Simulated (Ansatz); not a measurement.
## A rate constant, worked out

An elementary step of BNH₅ClO₂, closed shell (BNH₅ClO₂ ([NH3][B]([OH])([OH])[Cl]) → BNH₅O₂ ([NH3][B]([OH])[OH]) + Cl; B–Cl broken or loosened, none formed or tightened). The start structure is the reactant molecule, and the electronic barrier above it is 0.641 eV by CCSD(T) at an estimated basis limit (MP2 extrapolated from triple and quadruple zeta, plus CCSD(T) − MP2 in triple zeta). Ansatz 0.2.0; basis: def2-TZVPP and def2-QZVPP; cores frozen in the correlated methods. Extrapolation: Hartree–Fock as exp(−7.88 √X), correlation as X^−2.97. Harmonic wavenumbers at PBE0-D4/def2-TZVP (Ansatz 0.2.0), in cm⁻¹:

Start: 150, 201, 252, 282, 333, 356, 374, 453, 540, 663, 843, 862, 958, 1065, 1139, 1287, 1324, 1634, 1645, 3477, 3594, 3611, 3920, 3922.

Saddle: 217i, 147, 254, 279, 349, 367, 442, 471, 581, 726, 888, 942, 1004, 1038, 1236, 1314, 1526, 1584, 1595, 2549, 3515, 3604, 3773, 3885.

Problem. Work out the transition-state-theory rate constant at 600 K from these numbers alone (harmonic vibrations; rotation, path degeneracy and anharmonicity left out), and the Wigner tunnelling factor. Use 1 cm⁻¹ = 1.2398 × 10⁻⁴ eV and k_B = 8.617 × 10⁻⁵ eV/K.

Solution. Zero-point energies, half the sums: start 32885/2 cm⁻¹ = 2.0386 eV; saddle, real modes only, 32069/2 cm⁻¹ = 1.9880 eV.
Barrier with zero-point energy: 0.641 + 1.9880 − 2.0386 = 0.5904 eV.
k_BT = 0.05170 eV, so the barrier is 11.42 k_BT.
Vibrational partition functions from the zero-point level, ln q = −Σ ln(1 − exp(−hν/k_BT)): start 6.957, saddle 5.702.
k = (k_BT/h) exp(ln q‡ − ln q) exp(−E0/k_BT), with log₁₀(k_BT/h in s⁻¹) = 13.10: log₁₀ k = 13.10 + (-1.255 − 11.42)/2.3026 = 7.60, so k ≈ 4 × 10^(7) s⁻¹.
Wigner factor: 1 + (hν‡/k_BT)²/24 = 1 + (0.52)²/24 = 1.01. A change of 1 kcal/mol (0.043 eV) in the barrier would change k by a factor of 2.3 at this temperature.

T1 diagnostic: at most 0.013.

Labels in which every atom is bracketed show which atoms are joined, not bond orders.

For scale, one of the runs: CCSD(T)/def2-TZVPP, 236 basis functions, launched by `ansatz run in.yaml --threads 4 --pin off --events-out ev --progress --plain --max-ram 9574MiB`. Hardware: 4 CPU threads of an Arm Neoverse V1, shared host. Wall time 2.3 min; peak host memory 4.6 GiB.
